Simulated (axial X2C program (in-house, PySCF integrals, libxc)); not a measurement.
**Nuclear properties of OTaO²⁺**

Computed with an in-house all-electron X2C program for linear molecules (integrals from PySCF): two-component X2C with atomic mean-field Coulomb and Gaunt terms, Gaussian nuclei, basis O dyall-av3z, Ta dyall-v3z with contracted cores.

O–Ta–O held linear, with bonds 1.735 and 1.735 Å (near the PBE0 minimum at charge 2 of the determinant lowest at the starting distance; the state shown can have its own minimum elsewhere, held linear; other orders of the atoms were not compared).

Determinant lowest in the PBE0 search, Ω = 1/2 (⟨Sz⟩ = 0.49, ⟨Lz⟩ = 0.01 at PBE0), spin on the atoms O 0.30, Ta -0.10, O 0.30:

```tsv
level	A∥/gI O (MHz)	qzz O (a.u.)	A∥/gI Ta (MHz)	qzz Ta (a.u.)
PBE0	300	0.85	2590	-16.88
HF	325	1.28	3910	-17.06
BHandHLYP	358	1.02	3560	-16.40
```

Determinant 1.25 eV from it at PBE0 and this distance, Ω = 3/2 (⟨Sz⟩ = 0.51, ⟨Lz⟩ = 0.99 at PBE0), spin on the atoms O 0.33, Ta -0.16, O 0.33:

```json
{"level": "PBE0", "A∥/gI O (MHz)": "119", "qzz O (a.u.)": "-2.23", "A∥/gI Ta (MHz)": "191", "qzz Ta (a.u.)": "-28.40"}
{"level": "HF", "A∥/gI O (MHz)": "154", "qzz O (a.u.)": "-2.40", "A∥/gI Ta (MHz)": "177", "qzz Ta (a.u.)": "-26.63"}
{"level": "BHandHLYP", "A∥/gI O (MHz)": "138", "qzz O (a.u.)": "-2.37", "A∥/gI Ta (MHz)": "173", "qzz Ta (a.u.)": "-27.96"}
```

A∥ (defined per Ω) follows by multiplying with gI = μI/(I μN); qzz is the electric field gradient, eQq0 = 234.96 MHz × Q/barn × qzz. The operators were transformed with the bare-nucleus X2C matrices; with these basis sets, hyperfine constants and field gradients can be off by tens of per cent, and where levels differ in sign neither size nor sign is settled.

Q: With gI(17O) = -0.7575, Q(17O) = -0.02558 barn, gI(181Ta) = 0.6773, Q(181Ta) = 3.17 barn (g factors from the IAEA table of nuclear moments by Stone; Q from Pyykkö, Mol. Phys. 2018), turn the PBE0 values of the first state into constants in MHz.

A: A∥(17O) = 300 × -0.7575 = -227 MHz; eQq0(17O) = 234.96 × (-0.02558) × (0.85) = -5.11 MHz; A∥(181Ta) = 2590 × 0.6773 = 1750 MHz; eQq0(181Ta) = 234.96 × (3.17) × (-16.88) = -12600 MHz.

The molecule was held linear; bending was not examined, so a bent shape may lie lower.

Each state is one determinant with collinear spin. Unrestricted Hartree–Fock can overshoot spin polarisation at the nuclei. The search compared states at one distance, so a state with another bond length can lie lower. PBE0 term energies can be off by some tenths of an eV.
